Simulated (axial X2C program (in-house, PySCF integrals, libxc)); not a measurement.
# Bond lengths and stretching modes, held linear, of CoCO⁺

Calculated with an axial X2C code built on PySCF integrals: two-component X2C with atomic mean-field Coulomb and Gaunt terms, Gaussian nuclei, basis Co dyall-v3z, C dyall-v3z, O dyall-av3z with contracted cores. Spin-free rows use the one-electron spin-free X2C Hamiltonian.

Masses Co 58.933, C 12.000, O 15.995 u. States: 2c Ω = 3 (beyond evenly filled blocks: ω = 1/2, ω = 5/2); spin-free M_S = 1, Λ = 2 (beyond evenly filled blocks: σα, δ+α, δ+β, δ-α).

PBE0, spin-free: energies above the lowest point

```tsv
r(Co–C) (Å)	r(C–O) (Å)	E (meV)
1.8018	1.0920	68.21
1.8018	1.1200	15.42
1.8018	1.1480	64.52
1.8480	1.0920	49.01
1.8480	1.1200	0.00
1.8480	1.1480	52.75
1.8480	1.1760	189.10
1.8942	1.0920	58.12
1.8942	1.1200	12.47
1.8942	1.1480	68.48
1.9404	1.1200	46.23
1.9404	1.1760	247.38
```

**Question.** Fit a quadratic surface with cubic terms in each bond: where is the minimum, and what are the two stretching wavenumbers?

**Answer.** At PBE0, spin-free: bonds 1.849 and 1.119 Å; harmonic stretches 427.2 and 2288.7 cm⁻¹; force constants 2.07, 20.9 and coupling 0.40 mdyn/Å.

The other levels and Hamiltonians give:

| Hamiltonian | level | r(Co–C) (Å) | r(C–O) (Å) | lower stretch (cm⁻¹) | upper stretch (cm⁻¹) |
| --- | --- | --- | --- | --- | --- |
| 2c | PBE0 | 1.849 | 1.119 | 427.0 | 2288.6 |
| 2c | HF | 1.911 | 1.092 | 413.5 | 2505.6 |
| 2c | BHandHLYP | 1.940 | 1.103 | 337.3 | 2381.9 |
| 2c | MP2 | 1.852 | 1.134 | 406.9 | 2159.4 |
| spin-free | HF | 1.331 | 1.097 | 824.2 | 2586.9 |
| spin-free | BHandHLYP | 1.940 | 1.103 | 337.5 | 2382.0 |
| spin-free | MP2 | 1.851 | 1.134 | 407.5 | 2159.4 |

Each state is one determinant, the lowest of a limited PBE0 search; the stretches come from a fit to these few points and carry an uncertainty of a few per cent. Other orders of the atoms were not compared. The levels spread by more than a fifth, so the stretches depend strongly on the method. MP2 freezes inner shells (threshold -2 hartree). The molecule was held linear; bending was not examined, so a bent shape may lie lower. Open-shell Ω = 0 determinants with evenly filled partner blocks cannot be reached by this program, so the Ω shown need not be the lowest component. Note: functional without a current term on a determinant with orbital currents, of the molecule or an atom. Note: several unpaired electrons, one determinant need not be a pure state.
